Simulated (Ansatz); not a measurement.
`C#[C][Hf]([Cl])([Cl])[C]#C` + HCl → `C#[C][Hf]([Cl])([Cl])[Cl]` + `C#C` at 500 K and 1 bar (ligand exchange at the Hf–C bond).

Gas-phase electronic energies from Ansatz, PBE0-D4/def2-TZVP geometries. CCSD(T)/CBS is the MP2 limit (def2-TZVPP, def2-QZVPP) plus CCSD(T) − MP2 in def2-TZVPP, frozen cores. This one scheme is used for every species. Elements past krypton have def2 core potentials. For Hf outer-core shells are correlated without core-valence functions, which leaves a few kJ/mol of doubt a bond.

```tsv
species	CCSD(T)/CBS energy (Eh)	H − E (kJ/mol)	S (J/(mol·K))
`C#[C][Hf]([Cl])([Cl])[C]#C`	-1120.92034	162.0	520.5
HCl	-460.38127	32.5	201.9
`C#[C][Hf]([Cl])([Cl])[Cl]`	-1504.12469	109.0	477.9
`C#C`	-77.22717	90.7	225.3
```

H − E and S are ideal-gas, rigid-rotor, harmonic terms from PBE0-D4/def2-TZVP. 1 Eh = 2625.50 kJ/mol, R = 8.31446 J/(mol·K).

Task: By hand: ΔE, ΔH, ΔS and ΔG.

Result: ΔE = (-1504.12469) + (-77.22717) − (-1120.92034) − (-460.38127) = -0.05025 Eh = -131.9 kJ/mol. Δ(H − E) = 109.0 + 90.7 − 162.0 − 32.5 = 5.2, so ΔH = -126.7 kJ/mol. ΔS = 477.9 + 225.3 − 520.5 − 201.9 = -19.2 J/(mol·K). ΔG = -126.7 − 500 × (-19.2)/1000 = -117.1 kJ/mol.

Task: By hand: the equilibrium constant, and the temperature at which ΔG would vanish if ΔH and ΔS stayed fixed.

Result: log₁₀ K = −ΔG/(RT ln 10) = 12.2. ΔG = 0 at ΔH/ΔS = 6599 K, far beyond where these terms or the molecules hold.

ΔH outweighs TΔS. A doubt of 5 kJ/mol in ΔE shifts log₁₀ K by 0.5 here. Modes under 60 cm⁻¹, often nearly free rotors, make the harmonic entropy too high. These are equilibria of isolated gas molecules and say nothing of rates. Largest T1 diagnostic: 0.015 (customary marks: 0.02 for closed shells, 0.045 for open ones).
